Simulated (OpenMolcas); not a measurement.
**Ti2+ in CsCaBr3: curves along the breathing mode**

Ti2+ with its 6 nearest bromide ions, on the Ca site of CsCaBr3 (a = 5.69 Å, distance in the model lattice 2.845 Å). The rest of the host is ab initio model potentials to 7.6 Å, with orthogonalisation functions on the cations behind the ligands, and point charges beyond; the distance is set by hand and nothing relaxes. Ligand basis ANO-RCC-VDZP.

- Program: OpenMolcas 26.06
- Method: CASSCF
- Basis: ANO-RCC-VDZP [5s4p2d1f]
- Scalar Hamiltonian: DKH2, point nucleus
- Active space: 2 electrons in 5 orbitals (3d)
- State averaging: 2S+1 = 3 even, 10 roots; 2S+1 = 1 even, 15 roots
- Spin-orbit coupling: RASSI with atomic mean-field integrals over the reference wave functions

Spin-free energies (labels of O, the rotations of Oh) in cm-1 above the lowest fitted minimum, as all ligands move together:

| R (Å) | 3T1 | 3T2 | 3A2 | 1T2 | 1E | 3T1(2) | 1T2(2) |
| --- | --- | --- | --- | --- | --- | --- | --- |
| 2.612 | 2910 | 10340 | 18930 | 14020 | 14400 | 21380 | 23450 |
| 2.673 | 470 | 6950 | 14480 | 11680 | 12110 | 18210 | 20340 |
| 2.735 | 90 | 5730 | 12340 | 11380 | 11860 | 17190 | 19400 |
| 2.796 | 1660 | 6590 | 12420 | 12990 | 13520 | 18230 | 20510 |
| 2.858 | 5190 | 9520 | 14660 | 16560 | 17130 | 21310 | 23670 |
| 2.919 | 10610 | 14430 | 18980 | 21990 | 22610 | 26360 | 28790 |
| 2.981 | 18220 | 21590 | 25640 | 29600 | 30240 | 33640 | 36150 |

Cubic fits give the following; the wavenumber is harmonic, with the mass of all moving ligands, small differences in it between states hang on the degree of the fit, a number in brackets counts states of one label, and the table is a selection of at most 14 states with clean curves.

```
 State  R0 (Å)  Breathing mode (cm-1)  Minimum (cm-1)
   3T1   2.717                    192               0
   3T2   2.741                    197            5710
   3A2   2.764                    203           12090
   1T2   2.715                    190           11270
    1E   2.713                    190           11730
3T1(2)   2.735                    196           17180
1T2(2)   2.733                    197           19390
   1A1   2.726                    191           20890
   1T1   2.736                    196           21470
 1E(2)   2.759                    202           25570
1A1(2)   2.740                    199           45010
```

The minimum of 3T2 is shifted by +0.0235 Å against 3T1 (from the unrounded fits). With M = 479.4 u for the moving shell, the Huang-Rhys factor in this mode is S = M ω ΔR² / 2ħ = 0.01483 × 479.4 × 192 × 0.0235² = 0.75. Only the first shell moves, against a rigid host.

An orbital triplet at a regular site is open to Jahn-Teller coupling, which can distort the site and quench the lowest spin-orbit gaps and is left out. Without dynamic correlation the repulsion within the d shell is too large (B by tens of per cent), so at a given field states of lower spin stand too high. Ligand-to-metal charge-transfer states are missing. With no ligand orbital active B as a rule stays too high, so bands that hang on it stand too high and its fall with covalency is understated. With metal d orbitals alone and no dynamic correlation the field as a rule comes out too small, by tens of per cent, by up to half for chloride and softer ligands. No measured value stands beside these numbers.
